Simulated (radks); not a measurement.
Question: These are the eigenvalues of the occupied orbitals of an atom or ion with whole-number occupations (eV). Calculated with a radial shooting solver on a logarithmic mesh with Libxc functionals: Dirac Kohn-Sham, LDA (Slater exchange, Perdew-Wang correlation), spin-unpolarised, spherical densities, point nucleus.

1s1/2: -18772.98
2s1/2: -2625.861
2p1/2: -2411.532
2p3/2: -2315.918
3s1/2: -437.4185
3p1/2: -356.6758
3p3/2: -341.1695
3d3/2: -198.0135
3d5/2: -195.1241
4s1/2: -58.3022
4p1/2: -35.9322
4p3/2: -33.7990
5s1/2: -4.1686
4d3/2: -3.2285

Which element is it, and in what charge state? The configuration may be excited. Open shells, if any, fill j = l - 1/2 first.

Answer: Z = 41, niobium, charge 0: Nb in [Kr] 4d4 5s1. The list shows which subshells hold electrons but not how many an open one holds; the 1s level, -689.89 hartree, gives Z - s = 37.1 by -(Z - s)^2/2, which with screening and relativity narrows Z to a few neighbours, and the depths of the outer levels then fix element, charge and occupations together.
